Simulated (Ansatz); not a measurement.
Total energies of Zr4O10H4 (the lowest singlet isomer of a short search) from Ansatz at PBE0-D4/def2-SVP, gas phase (1 Eh = 27.2114 eV = 2625.5 kJ/mol). The reference geometry is relaxed at PBE-D4/def2-SVP.

Cartesian coordinates in Å:
```
Zr 0.4673 -1.5439 -0.3341
Zr -2.7866 -0.5325 -0.2234
Zr 2.3987 1.0180 0.5507
Zr -0.3502 1.6261 -0.5463
O 3.6717 1.8374 1.7639
O -2.5413 1.5269 -0.8829
O 2.4466 -0.6849 -0.7231
O 0.4917 0.7651 1.0527
O -1.6007 -2.3113 -0.2482
O -1.2327 -1.4842 0.9553
O 2.3519 -1.1998 0.6920
O 1.5410 2.2526 -0.7599
O -2.1651 1.3808 0.5645
O -0.3170 -0.0969 -1.4436
H 4.3102 2.2736 2.3443
H -4.4721 -0.8535 0.5213
H 0.8326 -3.1222 -1.2516
H -3.0462 -0.8513 -2.0316
```

```csv
state,geometry,energy (Eh)
charge 0 singlet,reference,-941.94534
charge 1 doublet,reference,-941.60010
charge -1 doublet,reference,-941.98700
free Zr atom (triplet),–,-46.86982
free O atom (triplet),–,-74.92490
free H atom (doublet),–,-0.50029
```

In the def2 sets Zr takes a core potential; there is no spin–orbit coupling. The structure holds 3 bonds between oxygen atoms, so isomers without such links may lie far lower.

**Question.** Work out the vertical ionisation energy to the doublet.

**Answer.** E(charge 1 doublet) − E(charge 0 singlet) = -941.60010 − (-941.94534) = 0.34524 Eh = 9.39 eV. For comparison, −ε of the highest occupied level is 7.54 eV at this level, 1.85 eV less.

**Question.** Work out the vertical electron affinity, to the doublet.

**Answer.** E(charge 0 singlet) − E(charge -1 doublet) = -941.94534 − (-941.98700) = 0.04166 Eh = 1.13 eV. The basis lacks diffuse functions, which makes affinities too small.

**Question.** Give the fundamental gap IE − EA, the Mulliken electronegativity (IE + EA)/2 and the hardness (IE − EA)/2.

**Answer.** From the values in Eh: IE − EA = 0.34524 − 0.04166 = 0.30358 Eh = 8.26 eV; (IE + EA)/2 = 5.26 eV; (IE − EA)/2 = 4.13 eV. The HOMO–LUMO gap of the same run is 5.19 eV, 3.07 eV smaller than the fundamental gap.

**Question.** What is the binding energy per atom against free atoms?

**Answer.** Atoms: 4 × (-46.86982) + 10 × (-74.92490) + 4 × (-0.50029) = -938.72944 Eh. Binding: -938.72944 − (-941.94534) = 3.21590 Eh = 87.51 eV, or 4.86 eV for each of 18 atoms (no zero-point energy, no counterpoise term).

At PBE0-D4/def2-SVP the highest occupied level of the charge -1 doublet lies above zero (up to 0.26 eV). By energy differences its removal costs 1.13 eV (vertical, to the charge 0 singlet, at PBE0-D4/def2-SVP); self-interaction error and the lack of diffuse functions both raise the level.  

The structure comes from a short search, and lower isomers may exist.
